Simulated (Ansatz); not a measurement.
Reaction (hydrogenolysis of the Si–B bond): `B[SiH2][SiH2]O` + H₂ → `O[SiH2][SiH3]` + BH₃

Calculated with Ansatz (gas phase, PBE0-D4/def2-TZVP geometries, no zero-point term in ΔE). CBS: MP2 limit from def2 TZ/QZ plus the TZ coupled-cluster correction, frozen cores. This one scheme is used for every species. Functionals use def2-TZVPP. One conformer a species, not always the lowest.

`B[SiH2][SiH2]O`:

```xyz
11

B     1.137   -1.892   -0.385
Si   -0.372   -0.879    0.427
Si   -0.141    1.342   -0.348
O    -1.318    2.327    0.265
H     2.211   -1.919    0.140
H     1.024   -2.415   -1.454
H    -1.726   -1.357    0.030
H    -0.314   -0.805    1.917
H    -0.296    1.410   -1.822
H     1.219    1.837    0.012
H    -1.423    2.350    1.217
```

H₂:

Cartesian coordinates in Å:
```
H 0.302 -0.125 -0.180
H -0.302 0.125 0.180
```

`O[SiH2][SiH3]`:

Z-matrix (Å, degrees):
```
Si
Si 1 2.347
O 1 1.654 2 112.4
H 1 1.484 2 110.6 3 117.6
H 1 1.493 2 108.5 3 -123.5
H 2 1.489 1 110.0 3 177.8
H 2 1.491 1 110.1 3 58.6
H 2 1.488 1 111.4 3 -61.5
H 3 0.958 1 117.6 2 -58.8
```

BH₃:

Z-matrix (Å, degrees):
```
B
H 1 1.193
H 1 1.193 2 120.0
H 1 1.193 2 120.0 3 180.0
```

CCSD(T)/CBS gives -27.4 kJ/mol.

Problem. Another level gave -30.7 kJ/mol. Which?
A. LC-ωPBE/def2-TZVPP
B. PBE-D4/def2-TZVPP
C. r2SCANh-D4/def2-TZVPP
D. SCS-MP2/def2-TZVPP

Solution. A. LC-ωPBE -30.7, SCS-MP2/def2-TZVPP -38.0, r2SCANh-D4 -20.1, PBE-D4 -9.8 kJ/mol.

Largest T1 diagnostic among the species: 0.014.

Leaving LDA and LC-ωPBE aside and taking each functional with its dispersion term where it has one, the values, not all of them listed here, spread over 29.0 kJ/mol, from BHLYP-D4 to revPBE-D4. LDA lies +5.9 kJ/mol from PBE without D4. At CCSD(T), def2-SVP lies −7.7 kJ/mol from the extrapolated value and def2-TZVPP −2.4 kJ/mol. From PBE to PBE0 (25 % exact exchange), in def2-TZVPP and without D4, ΔE moves by −9.3 kJ/mol.
